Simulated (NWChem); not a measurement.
Everything below was run with NWChem. System: CH2F, charge 0, spin multiplicity 2, at a geometry optimised with UB3LYP/def2-SVP. The structure started from a generated list of species. Its SCF solution wasn't tested for a lower state. Level: UMP2/STO-3G, 2 core orbitals frozen.

Output (cleaned and shortened):

```
             Northwest Computational Chemistry Package (NWChem) 7.3.0
             --------------------------------------------------------

                                NWChem Input Module
                                -------------------

 Scaling coordinates for geometry "geometry" by  1.889725989
 (inverse scale =  0.529177249)

 Turning off AUTOSYM since
 SYMMETRY directive was detected!

                             Geometry "geometry" -> ""
                             -------------------------

 Output coordinates in angstroms (scale by  1.889725989 to convert to a.u.)

  No.       Tag          Charge          X              Y              Z
 ---- ---------------- ---------- -------------- -------------- --------------
    1 C                    6.0000    -0.64280500     0.10045100     0.00000000
    2 F                    9.0000     0.68067700    -0.05331900     0.00000000
    3 H                    1.0000    -1.13463400    -0.06141800     0.96344800
    4 H                    1.0000    -1.13463400    -0.06141800    -0.96344800

 Effective nuclear repulsion energy (a.u.)      32.1620771779

            Nuclear Dipole moment (a.u.)
            ----------------------------
        X                 Y               Z
 ---------------- ---------------- ----------------
    -0.0000094486    -0.0000018897     0.0000000000

      Symmetry information
      --------------------

 Group name             Cs
 Group number              2
 Group order               2
 No. of unique centers     3

      Symmetry unique atoms

     1    2    3


 Summary of "ao basis" -> "" (spherical)
 ------------------------------------------------------------------------------
       Tag                 Description            Shells   Functions and Types
 ---------------- ------------------------------  ------  ---------------------
 *                           sto-3g                   on all atoms

 Summary of "ao basis" -> "ao basis" (spherical)
 ------------------------------------------------------------------------------
       Tag                 Description            Shells   Functions and Types
 ---------------- ------------------------------  ------  ---------------------
 C                           sto-3g                  3        5   2s1p
 F                           sto-3g                  3        5   2s1p
 H                           sto-3g                  1        1   1s

                                 NWChem SCF Module
[...]
     2   0 2 0     -7.834001     -4.870096     -3.298417      0.334512
     2   0 1 1     -0.000000      0.000000     -0.000000      0.000000
     2   0 0 2     -7.195104     -6.946680     -6.877976      6.629553

                   NWChem MP2 Semi-direct Energy/Gradient Module
                   ---------------------------------------------

  Basis functions       =     12
  Molecular orbitals    =     12
  Frozen core           =      2
  Frozen virtuals       =      0
  Active alpha occupied =      7
  Active beta occupied  =      6
  Active alpha virtual  =      3
  Active beta virtual   =      4
  Use MO symmetry       = T
  Use skeleton AO sym   = T

  AO/Fock/Back tols     =   1.0D-09  1.0D-09  1.0D-09

 GA uses MA = F    GA memory limited = T

 Available:
  local mem=  1.26D+08
 global mem=  1.44D+08
 local disk=  0.00D+00
  mp2_memr nvloc                     3
  nvloc new                     3
   1 passes of   7:        2097152                        486                      5841.
   1 passes of   7: M    126155865           G      144178912           F     124058713.

 Semi-direct pass number   1 of   1  for UHF alpha       at        0.1s
  vrange nnbf                    78
  mp2_eaftype                    10  avail_ma_in_mb                  1099
 EAF : mp2_eaftype filesize          10       2921.
  mp2_eaf for mointskh                     10
Node 0 wrote      0.0 Mb in      0.0 s     Agg I/O rate:   279.3 Mb/s
 Done moints_semi at        0.1s
  mp2_eaftype                    10  avail_ma_in_mb                  1089
 EAF : mp2_eaftype filesize          10       2921.
  mp2_eaf for kh                    10
 Done maket at        0.1s
 Done multipass loop at        0.1s

 GA uses MA = F    GA memory limited = T

 Available:
  local mem=  1.26D+08
 global mem=  1.44D+08
 local disk=  0.00D+00
  mp2_memr nvloc                     4
  nvloc new                     4
   1 passes of   6:        2097152                        514                      6637.
   1 passes of   6: M    126155865           G      144178912           F     124058713.

 Semi-direct pass number   1 of   1  for UHF beta        at        0.1s
  vrange nnbf                    78
  mp2_eaftype                    10  avail_ma_in_mb                  1099
 EAF : mp2_eaftype filesize          10       3318.
  mp2_eaf for mointskh                     10
Node 0 wrote      0.0 Mb in      0.0 s     Agg I/O rate:   238.9 Mb/s
 Done moints_semi at        0.1s
  mp2_eaftype                    10  avail_ma_in_mb                  1089
 EAF : mp2_eaftype filesize          10       3318.
  mp2_eaf for kh                    10
 Done maket at        0.1s
 Done multipass loop at        0.1s

          -------------------------------------------
          SCF energy                -136.533792551129
          Correlation energy          -0.055521393095
          Singlet pairs                0.000000000000
          Triplet pairs                0.000000000000
          Total MP2 energy          -136.589313944224
          -------------------------------------------

          ---------------------------------------------------
                    Spin Component Scaled (SCS) MP2
          Same spin pairs                     -0.006709407431
          Same spin scaling factor             0.333333333333
          Opposite spin pairs                 -0.048811985664
          Opposite spin scaling fact.          1.200000000000
          SCS-MP2 correlation energy          -0.060810851940
          Total SCS-MP2 energy              -136.594603403069
          ---------------------------------------------------

 -----------------------
 Performance information
 -----------------------

 Timer overhead =  2.35D-07 seconds/call

               Nr. of calls         CPU time (s)                 Wall time (s)                GFlops
             ---------------    -------------------     ------------------------------   -------------------
Name         Min   Avg   Max    Min     Avg     Max     Min     Avg     Max   Mx/calls   Min     Max     Sum
mp2: moin     2     2     2   4.17E-2 4.17E-2 4.17E-2  4.17E-2 4.17E-2 4.17E-2 2.08E-2   0.0     0.0     0.0
mp2: make     2     2     2   1.02E-3 1.02E-3 1.02E-3  1.02E-3 1.02E-3 1.02E-3 5.10E-4   0.0     0.0     0.0
mp2: tota     1     1     1   5.17E-2 5.17E-2 5.17E-2  5.17E-2 5.17E-2 5.17E-2 5.17E-2   0.0     0.0     0.0

 The average no. of pstat calls per process was 5.00D+00
 with a timing overhead of 1.17D-06s

 Task  times  cpu:        0.1s     wall:        0.1s

 Total times  cpu:        0.2s     wall:        0.2s
```

### Question
Write an NWChem input that would produce this output.

### Answer
Several could match; the one computed here: 
```
start mol
memory heap 200 mb stack 900 mb global 1100 mb
geometry units angstroms nocenter noautoz
  C     -0.642805     0.100451     0.000000
  F      0.680677    -0.053319     0.000000
  H     -1.134634    -0.061418     0.963448
  H     -1.134634    -0.061418    -0.963448
  symmetry group Cs
end
basis spherical
  * library sto-3g
end
scf
  uhf
  nopen 1
  maxiter 100
  thresh 1e-7
  semidirect memsize 60000000 filesize 0
  # guess.movecs holds the orbitals of an unrestricted PBE0 run
  vectors input guess.movecs output mol.movecs
end
mp2
  freeze core 2
end
task mp2 energy
```
